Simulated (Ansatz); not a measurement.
Cl2Si, SMILES `Cl[Si]Cl` (excited triplet) (charge 0, multiplicity 3). This triplet is an excited state, 2.33 eV above the relaxed singlet at the level composite: frozen-core CCSD(T) with HF/cc-pVQZ and the correlation energy extrapolated as X^-3 from cc-pVTZ and cc-pVQZ, plus CCSDT(Q) minus CCSD(T) in cc-pVDZ // PBE0-D3(BJ)/def2-TZVP (Ansatz, an electronic-structure program).

Method: r2SCAN/cc-pVTZ // PBE0-D3(BJ)/def2-TZVP (Ansatz).

Ansatz 0.2 input:
```yaml
crystal:
  periodic: [false, false, false]
  atoms:
    - { symbol: Cl, position_ang: [-1.754197, -0.352424, 0.000007] }
    - { symbol: Si, position_ang: [-0.001108, 0.699287, -0.000001] }
    - { symbol: Cl, position_ang: [1.755305, -0.346862, -0.000006] }
basis:
  gaussian: { orbitals: cc-pVTZ }
hamiltonian:
  xc: r2scan
magnetization:
  spin_polarized: true
  initial_magnetization: 2
```

Output:

```
Functional definition: r2SCAN
821 factors; their error is unknown
mean field evaluation 1: about -32921.2000 eV, gradient 9.1e0 eV
mean field evaluation 2: about -32921.4241 eV, gradient 8.4e0 eV
mean field evaluation 4: about -32921.7707 eV, gradient 7.3e-1 eV
mean field evaluation 8: about -32921.7345 eV, gradient 1.2e-2 eV
mean field -32921.73451382 eV, -1209.8514282296 hartree, gradient 4.4e-5 eV, S^2 2.005062; 0 other end points of the search recorded, 0 dependent functions left out
reference -32921.73452352 eV, -1209.8514285862 hartree; 25, 23 occupied and 77, 79 virtual orbitals, 821 factors
Total energy: -32921.73452352 eV, -1209.8514285862 hartree
```
